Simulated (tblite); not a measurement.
C7H3ClOS.
Cartesian coordinates in Å at the GFN2-xTB level; atoms count from 1:
```xyz
13
C7H3ClOS angstrom
C     -3.1018    1.3554    0.2984
C     -2.0985    0.7247    0.1081
C     -0.9114   -0.0059   -0.1094
C     -0.8701   -1.2466   -0.7047
S      0.7088   -1.8743   -0.8277
C      1.3604   -0.4502   -0.0633
C      2.7814   -0.3822    0.1327
O      3.6044   -1.1896   -0.1641
Cl     3.2800    1.1332    0.9240
C      0.3723    0.4482    0.2582
H     -3.9796    1.9052    0.4651
H     -1.7062   -1.8096   -1.0723
H      0.5560    1.3923    0.7374
```

Level: GFN2-xTB in tblite, geometry and Hessian alike; calculated harmonic values, unscaled, isolated species. Errors from tens to a few hundred cm⁻¹ against measured bands are possible. One conformer, not necessarily the lowest.

Harmonic wavenumbers (cm⁻¹): 48.7, 90.1, 106.6, 166.9, 172.5, 272.2, 356.3, 384.7, 423.1, 442.4, 483.8, 494.8, 563.3, 628.6, 669.6, 671.0, 708.5, 754.1, 757.9, 831.3, 882.7, 967.9, 1102.8, 1132.1, 1151.9, 1367.5, 1433.4, 1524.6, 1788.2, 2261.3, 3148.5, 3158.3, 3397.2.

A = 1741, B = 647.4, C = 471.9 MHz; mass 169.959 u (most abundant isotopes); point group Cs, symmetry number 1.

**Question.** What is the zero-point energy?

**Answer.** Half the sum of the wavenumbers: 16171 cm⁻¹ = 193.45 kJ/mol.

**Question.** What is S at 298.15 K and 1 bar for an ideal gas of classical rigid rotors and harmonic oscillators?

**Answer.** Translation 172.90, rotation 128.79, vibration 111.30: S = 413.0 J/(mol K).

**Question.** And Cp and H(298.15 K) − H(0)?

**Answer.** Cp = 152.56 J/(mol K), of which vibrations give 119.31 (their classical limit is 33 R = 274.4); H(298.15 K) − H(0) = 27.81 kJ/mol without the zero-point energy, 17.90 from vibrations.

**Question.** How do the functions run with temperature in this model?

**Answer.** 
```csv
T (K),S (J/(mol K)),Cp (J/(mol K)),H − H(0) (kJ/mol),G − H(0) (kJ/mol),ln q(vib)
150,329.7,94.0,9.36,-40.10,2.61
250,387.6,135.4,20.87,-76.04,5.00
400,462.2,182.1,44.93,-139.93,8.61
600,543.9,220.2,85.52,-240.84,13.19
900,639.8,251.5,156.77,-419.05,19.30
```

q(vib) and H(0) count from the zero-point level.

**Question.** Blend soft modes into free rotors: weight 1/[1 + (100 cm⁻¹/ν̃)⁴] for the oscillator and the rest for a rotor with moment μB/(μ + B), μ = h/(8π²ν), B = 10⁻⁴⁴ kg m². What vibrational entropy results?

**Answer.** 103.37 J/(mol K) in place of 111.30, which changes −T·S at 298.15 K by +2.36 kJ/mol.

**Question.** What must be added to the electronic energy to get the Gibbs energy at 298.15 K and 1 bar?

**Answer.** ZPE + [H(298.15 K) − H(0)] − T·S = 193.45 + 27.81 − 123.13 = 98.13 kJ/mol.

**Question.** Which modes carry the vibrational entropy at 298.15 K?

**Answer.** 48.7 cm⁻¹: 20.37; 90.1 cm⁻¹: 15.30; 106.6 cm⁻¹: 13.93; 166.9 cm⁻¹: 10.33; 172.5 cm⁻¹: 10.08; 272.2 cm⁻¹: 6.62 J/(mol K); the other 27 give 34.66 together.

Hindered rotation and anharmonicity are outside this model. Other conformers, if any are populated, would add a mixing term that is left out.
